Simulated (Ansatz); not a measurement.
Abridged output of a molecular run in Ansatz:

```
Functional definition: HF
1013 factors; integrals over basis functions are off by at most 1.5e-3 eV
mean field evaluation 1: about -11377.7341 eV, gradient 3.3e1 eV
mean field evaluation 2: about -11377.9282 eV, gradient 3.3e1 eV
mean field evaluation 4: about -11381.0212 eV, gradient 3.4e0 eV
mean field evaluation 8: about -11381.0933 eV, gradient 3.4e-1 eV
mean field evaluation 16: about -11381.0941 eV, gradient 2.3e-6 eV
mean field -11381.09407877 eV, -418.2474930120 hartree, gradient 2.3e-6 eV, S^2 0.000000; 0 other end points of the search recorded, 0 dependent functions left out
8 core orbitals not correlated: weight in the atoms' cores, before any rotation towards them, 1.000 or more for the frozen orbitals, at most 0.000 for the correlated occupied ones
reference -11381.09407877 eV, -418.2474930120 hartree; 10, 10 occupied and 145, 145 virtual orbitals, 1013 factors
second order -17.01694042 eV of doubles, -0.00000000 eV of singles
cycle   1  -16.97096317 eV  change    4.6e-2 eV  update   1.0e-1
cycle   2  -17.41660219 eV  change   -4.5e-1 eV  update   3.2e-2
cycle   3  -17.52734513 eV  change   -1.1e-1 eV  update   1.7e-2
cycle   4  -17.51824117 eV  change    9.1e-3 eV  update   4.9e-3
cycle   5  -17.51545254 eV  change    2.8e-3 eV  update   2.4e-3
cycle   6  -17.51649307 eV  change   -1.0e-3 eV  update   7.9e-4
cycle   7  -17.51639985 eV  change    9.3e-5 eV  update   3.3e-4
cycle   8  -17.51620897 eV  change    1.9e-4 eV  update   1.3e-4
cycle   9  -17.51622666 eV  change   -1.8e-5 eV  update   4.6e-5
cycle  10  -17.51626192 eV  change   -3.5e-5 eV  update   1.6e-5
cycle  11  -17.51624232 eV  change    2.0e-5 eV  update   6.7e-6
perturbative correction -0.76763451 eV, -0.0282100481 hartree
Total energy: -11399.37795560 eV, -418.9194130925 hartree
```

Its atoms:

Cartesian coordinates in Å:
```
F 1.467 -1.148 1.077
C 0.475 -0.515 0.457
C 0.565 0.573 -0.349
Al -1.198 -0.014 -0.163
H 1.444 1.138 -0.647
H -2.754 -0.034 -0.374
```

Task: Which basis set was used?
A. def2-TZVPP
B. def2-SVP
C. def2-TZVPPD
D. cc-pV(Q+d)Z

Result: A. It gives 163 functions.

Task: Write the keys of the input that set method, charge and spin (a neutral closed shell needs none for the last two).

Result: 
```yaml
correlation: {method: ccsd_t}
```
